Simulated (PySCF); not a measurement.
Simulation results for AlBClH3N, AlBFH3N, Al2BH4N, AlBH3O2 and others

All values are calculated (PySCF 2.14.0). Calculation on a computer-drawn molecule: optimised geometry and harmonic frequencies of an isolated molecule of the commonest isotopes, restricted reference for singlets and unrestricted otherwise, frozen core in MP2.

(1) AlBClH3N

Start structure:
```xyz
7
AlBClH3N
B     -1.0971    -0.6108    -2.7746
N     -0.2484    -0.9224    -1.6866
Al     1.1519    -2.0516    -1.6223
Cl     1.6959    -3.1272    -3.3677
H     -0.9191    -1.1362    -3.8395
H     -1.9942     0.1792    -2.6302
H     -0.4741    -0.4340    -0.8367
```

Here we set charge 0, multiplicity 2, method MP2 and basis cc-pV(D+d)Z.

Results for AlBClH3N: rotational constants 10.02, 2.528, 2.019 GHz; total energy -782.8548 hartree; spin squared 0.7529; convergence status largest gradient component 1.963e-05 hartree/bohr.

Drawn bonds:
```csv
atom,other atom,order
1,2,1
2,3,1
3,4,1
1,5,1
1,6,1
2,7,1
```

Optimised structure:
```xyz
7
AlBClH3N
B     -1.0942    -0.6141    -2.7768
N     -0.2535    -0.9111    -1.6663
Al     1.1599    -2.0637    -1.6336
Cl     1.6743    -3.1173    -3.3941
H     -0.8855    -1.1623    -3.8317
H     -1.9996     0.1776    -2.6495
H     -0.4865    -0.4120    -0.8056
```

Modes:
```csv
frequency (cm⁻¹),reduced mass (dalton)
97.71,3.166
132,5.12
275.3,1.214
281.1,3.933
501.5,16.41
689.1,5.748
835.6,1.083
934.2,1.236
1041,1.349
1167,1.563
1251,1.266
1361,2.407
2612,1.054
2698,1.13
3583,1.074
```

(2) AlBFH3N

Start structure:
```xyz
7
AlBFH3N
B     -3.1295    -0.6642    -0.5231
N     -2.9305     0.6686    -0.1201
Al    -4.1834     1.9372     0.2029
F     -4.0879     3.5427     0.7077
H     -2.2022    -1.3946    -0.6769
H     -4.2695    -0.9835    -0.6504
H     -1.9337     0.9526    -0.0294
```

Settings of this run: charge 0, multiplicity 2, method HF and basis cc-pV(D+d)Z.

It finds rotational constants 29.6, 3.033, 2.751 GHz; total energy -422.3627 hartree; spin squared 0.752; convergence status largest gradient component 3.769e-05 hartree/bohr.

Drawn bonds:
```csv
atom,other atom,order
1,2,1
2,3,1
3,4,1
1,5,1
1,6,1
2,7,1
```

Optimised structure:
```xyz
7
AlBFH3N
B     -3.1354    -0.6167    -0.5031
N     -2.9844     0.7258    -0.1052
Al    -4.3242     1.8883     0.1940
F     -3.8317     3.4037     0.6552
H     -2.1786    -1.3240    -0.6797
H     -4.2462    -1.0575    -0.6672
H     -2.0362     1.0391     0.0166
```

Modes:
```csv
frequency (cm⁻¹),reduced mass (dalton)
100.6,3.781
165.1,4.177
287.9,5.023
326,1.292
703.3,5.026
850.1,16.06
872.7,1.097
988.6,1.274
1104,1.367
1218,1.613
1336,1.255
1442,2.386
2638,1.057
2705,1.125
3767,1.075
```

(3) AlBFH3N

Start structure:
```xyz
7
AlBFH3N
B     -3.1354    -0.6167    -0.5031
N     -2.9844     0.7258    -0.1052
Al    -4.3242     1.8883     0.1940
F     -3.8317     3.4037     0.6552
H     -2.1786    -1.3240    -0.6797
H     -4.2462    -1.0575    -0.6672
H     -2.0362     1.0391     0.0166
```

It was run with charge 0, multiplicity 2, method MP2 and basis cc-pV(D+d)Z.

Results for AlBFH3N: rotational constants 29.61, 2.972, 2.701 GHz; total energy -422.8472 hartree; spin squared 0.7522; convergence status largest gradient component 2.396e-05 hartree/bohr.

Drawn bonds:
```csv
atom,other atom,order
1,2,1
2,3,1
3,4,1
1,5,1
1,6,1
2,7,1
```

Optimised structure:
```xyz
7
AlBFH3N
B     -3.1344    -0.6210    -0.5043
N     -2.9351     0.7251    -0.1033
Al    -4.3222     1.8713     0.1894
F     -3.9099     3.4289     0.6595
H     -2.1973    -1.3606    -0.6917
H     -4.2724    -1.0099    -0.6540
H     -1.9654     1.0249     0.0150
```

Modes:
```csv
frequency (cm⁻¹),reduced mass (dalton)
84.68,4.15
151.8,3.929
261.4,5.433
310.5,1.293
664.6,5.006
826.6,16.02
845,1.094
928,1.24
1038,1.344
1168,1.477
1236,1.308
1375,2.674
2596,1.056
2681,1.128
3586,1.075
```

(4) Al2BH4N

Start structure:
```xyz
8
Al2BH4N
B     -2.4663     0.7293     2.3081
N     -3.4327     0.3676     1.2035
Al    -5.0009     0.0580     0.5612
Al    -2.5037     0.1397    -0.4406
H     -2.9922     0.8717     3.3970
H     -1.3313     0.7724     2.1470
H     -0.9436     0.3105    -0.5400
H     -3.2017    -0.1570    -1.7867
```

Settings of this run: charge 0, multiplicity 1, method HF and basis cc-pV(D+d)Z.

The calculation gives: rotational constants 8.302, 3.115, 2.265 GHz; total energy -565.3727 hartree; convergence status largest gradient component 1.374e-05 hartree/bohr.

Drawn bonds:
```csv
atom,other atom,order
1,2,1
2,3,1
2,4,1
1,5,1
1,6,1
4,7,1
4,8,1
```

Optimised structure:
```xyz
8
Al2BH4N
B     -2.6009     0.6611     2.1837
N     -3.2574     0.3493     0.9647
Al    -5.0755     0.2092     1.2808
Al    -2.3321     0.1515    -0.5733
H     -3.2540     0.7887     3.2046
H     -1.4074     0.8107     2.2701
H     -0.7672     0.3130    -0.6169
H     -3.1779    -0.1912    -1.8642
```

Modes:
```csv
frequency (cm⁻¹),reduced mass (dalton)
142.8,5.197
163.8,1.052
212.7,2.646
216.2,4.764
392.2,1.027
502.6,3.387
588.7,1.606
665.2,1.201
784.1,3.133
847.7,1.104
1104,1.39
1108,1.829
1240,2.476
1402,1.606
1986,1.045
2014,1.038
2550,1.069
2661,1.103
```

(5) AlBH3O2

Start structure:
```xyz
7
AlBH3O2
B     -2.0560     1.1517     1.1879
O     -1.0499     0.3871     0.7888
Al     0.6134    -0.0357     0.7404
O      2.0096    -0.6837     0.4754
H     -1.9640     2.1764     1.7492
H     -3.0542     0.6673     0.8605
H      2.8720    -0.9899     0.2899
```

Settings of this run: charge 1, multiplicity 1, method HF and basis cc-pV(D+d)Z.

It finds rotational constants 223.8, 2.623, 2.593 GHz; total energy -417.9437 hartree; convergence status largest gradient component 7.364e-06 hartree/bohr.

Drawn bonds:
```csv
atom,other atom,order
1,2,1
2,3,1
3,4,1
1,5,1
1,6,1
4,7,1
```

Optimised structure:
```xyz
7
AlBH3O2
B     -2.0996     1.1635     1.1878
O     -0.8428     0.5937     0.9562
Al     0.5976    -0.0594     0.6911
O      2.0217    -0.7049     0.4287
H     -2.1261     2.2088     1.7554
H     -3.0493     0.5607     0.8001
H      2.8694    -1.0892     0.2728
```

Modes:
```csv
frequency (cm⁻¹),reduced mass (dalton)
96.68,3.556
110.9,4.682
210.7,13.23
234.7,13.58
281.5,1.096
293.1,1.103
668,5.819
1045,1.297
1128,6.998
1131,1.348
1338,1.162
1383,14.66
2748,1.043
2866,1.138
4213,1.074
```

(6) AlBH3O2

Start structure:
```xyz
7
AlBH3O2
B     -2.0605    -2.4674    -1.6997
O     -1.7955    -1.6053    -0.8281
Al    -1.4225    -0.4520     0.3547
O      0.0682    -0.0182     0.8573
H     -2.1242    -2.2252    -2.8742
H     -2.2426    -3.6695    -1.4316
H     -2.9143     0.0857     0.7266
```

Settings of this run: charge -1, multiplicity 1, method HF and basis aug-cc-pV(D+d)Z.

The calculation gives: rotational constants 20.44, 3.373, 2.991 GHz; total energy -418.2270 hartree; convergence status largest gradient component 1.996e-06 hartree/bohr.

Drawn bonds:
```csv
atom,other atom,order
1,2,1
2,3,1
3,4,1
1,5,1
1,6,1
3,7,1
```

Optimised structure:
```xyz
7
AlBH3O2
B     -2.0272    -2.4457    -1.7656
O     -2.0226    -1.3014    -1.1230
Al    -1.5074    -0.4566     0.3374
O     -0.0024    -0.3913     0.9156
H     -2.2888    -2.4848    -2.9575
H     -1.8003    -3.5077    -1.2114
H     -2.8427     0.2355     0.9095
```

Modes:
```csv
frequency (cm⁻¹),reduced mass (dalton)
52.49,2.886
118.1,2.861
173.1,1.248
336.7,8.183
545.7,1.45
595.8,7.329
765.9,1.095
1065,3.442
1076,1.988
1132,1.383
1304,1.201
1511,5.182
1844,1.045
2502,1.085
2517,1.084
```

(7) AlBH3O2

Start structure:
```xyz
7
AlBH3O2
B     -2.0272    -2.4457    -1.7656
O     -2.0226    -1.3014    -1.1230
Al    -1.5074    -0.4566     0.3374
O     -0.0024    -0.3913     0.9156
H     -2.2888    -2.4848    -2.9575
H     -1.8003    -3.5077    -1.2114
H     -2.8427     0.2355     0.9095
```

Settings of this run: charge -1, multiplicity 1, method MP2 and basis aug-cc-pV(D+d)Z.

Results for AlBH3O2: rotational constants 19.88, 3.216, 2.894 GHz; total energy -418.8089 hartree; convergence status largest gradient component 3.027e-05 hartree/bohr.

Drawn bonds:
```csv
atom,other atom,order
1,2,1
2,3,1
3,4,1
1,5,1
1,6,1
3,7,1
```

Optimised structure:
```xyz
7
AlBH3O2
B     -2.0390    -2.4386    -1.7842
O     -1.9670    -1.2265    -1.2214
Al    -1.4905    -0.4575     0.3455
O      0.0516    -0.3530     0.9664
H     -2.3099    -2.5402    -2.9740
H     -1.8616    -3.4663    -1.1438
H     -2.8750     0.1300     0.9165
```

Modes:
```csv
frequency (cm⁻¹),reduced mass (dalton)
52.5,3.207
111.2,2.975
196.3,1.385
307.5,4.129
488,1.427
542.8,8.28
710.8,1.091
934.6,13.18
1014,1.372
1055,1.37
1235,1.229
1415,4.644
1825,1.044
2467,1.049
2495,1.125
```

(8) AlBH3O2

Start structure:
```xyz
7
AlBH3O2
B     -0.0739    -1.0772     2.4800
O      0.1663    -0.6681     1.2037
Al     0.5086    -0.1414    -0.3419
O      1.6322    -0.2086    -1.5401
H     -0.6785    -2.1618     2.6481
H      0.1894    -0.4789     3.3661
H      2.3207    -0.2733    -2.1771
```

Settings of this run: charge 0, multiplicity 2, method HF and basis cc-pV(D+d)Z.

Results for AlBH3O2: rotational constants 26.01, 3.127, 2.861 GHz; total energy -418.2046 hartree; spin squared 0.7517; convergence status largest gradient component 7.288e-06 hartree/bohr.

Drawn bonds:
```csv
atom,other atom,order
1,2,1
2,3,1
3,4,1
1,5,1
1,6,1
4,7,1
```

Optimised structure:
```xyz
7
AlBH3O2
B      0.0300    -1.0957     2.2784
O      0.1481    -0.5976     1.0417
Al     0.1606     0.1020    -0.4994
O      1.4903    -0.1414    -1.5069
H     -0.4724    -2.1804     2.4457
H      0.4298    -0.4615     3.2244
H      2.2783    -0.6347    -1.3451
```

Modes:
```csv
frequency (cm⁻¹),reduced mass (dalton)
61.12,3.308
91.55,4.102
107.4,1.132
257.1,4.72
363.1,1.226
567.1,1.571
683.8,4.269
900.1,7.248
1069,1.334
1146,1.369
1319,1.31
1462,4.228
2631,1.048
2685,1.128
4204,1.068
```

(9) BH6N2Si

Start structure:
```xyz
10
BH6N2Si
B     -2.2153     2.0311     0.8795
Si    -1.2299     0.7076    -0.1744
N     -0.4106     1.1070    -1.5153
N     -1.1680    -0.9450     0.2077
H     -2.7306     1.6880     1.8937
H     -2.1737     3.2042     0.5577
H     -0.3200     1.9912    -1.9888
H      0.1865     0.4222    -2.1458
H     -0.6215    -1.5888    -0.3630
H     -1.5868    -1.3672     0.9809
```

Settings of this run: charge 1, multiplicity 1, method HF and basis cc-pV(D+d)Z.

It finds rotational constants 6.932, 5.803, 3.159 GHz; total energy -425.8233 hartree; convergence status largest gradient component 2.273e-05 hartree/bohr.

Drawn bonds:
```csv
atom,other atom,order
1,2,1
2,3,1
2,4,1
1,5,1
1,6,1
3,7,1
3,8,1
4,9,1
4,10,1
```

Optimised structure:
```xyz
10
BH6N2Si
B     -2.1853     2.0290     0.8967
Si    -1.1746     0.6539    -0.2249
N     -0.3618     1.0972    -1.5842
N     -1.1459    -0.9346     0.2007
H     -2.7360     1.6595     1.8831
H     -2.1945     3.1601     0.5315
H     -0.3383     2.0489    -1.9066
H      0.1589     0.4825    -2.1852
H     -0.6754    -1.6691    -0.2987
H     -1.6169    -1.2772     1.0198
```

Modes:
```csv
frequency (cm⁻¹),reduced mass (dalton)
34.16,1.036
186.8,2.508
264.4,4.609
283.8,2.602
389.6,1.022
515.6,1.056
573.1,1.23
606.5,1.24
606.5,4.216
692.1,1.203
821.4,1.3
879.3,1.708
941.5,1.326
1027,3.298
1112,6.021
1241,1.139
1678,1.138
1692,1.121
2752,1.047
2874,1.134
3751,1.051
3758,1.052
3848,1.097
3849,1.099
```

(10) BFH3OSi

Start structure:
```xyz
7
BFH3OSi
B     -1.0615    -2.0001     1.1431
Si     0.0668    -2.4912    -0.3095
O      1.6472    -2.9775    -0.2863
F     -0.5498    -3.6244    -1.5149
H     -2.2427    -1.7936     0.8979
H     -0.6078    -1.4378     2.0669
H      1.7659    -3.9732    -0.3321
```

It was run with charge -1, multiplicity 1, method HF and basis aug-cc-pV(D+d)Z.

The calculation gives: rotational constants 7.458, 5.651, 3.481 GHz; total energy -489.7506 hartree; convergence status largest gradient component 1.303e-05 hartree/bohr.

Drawn bonds:
```csv
atom,other atom,order
1,2,1
2,3,1
2,4,1
1,5,1
1,6,1
3,7,1
```

Optimised structure:
```xyz
7
BFH3OSi
B     -1.0160    -2.0433     1.0799
Si     0.0544    -2.3956    -0.5083
O      1.6319    -3.0207    -0.3382
F     -0.5856    -3.5301    -1.5511
H     -2.2196    -1.9273     0.9774
H     -0.4983    -1.4754     2.0198
H      1.6513    -3.9054    -0.0144
```

Modes:
```csv
frequency (cm⁻¹),reduced mass (dalton)
133.2,4.091
168,1.555
221.8,2.334
359.8,4.167
448,1.093
600.8,4.739
636.9,1.437
759.3,10.63
805.2,8.864
861.7,1.337
959.8,1.154
1223,1.181
2539,1.053
2587,1.122
4173,1.066
```
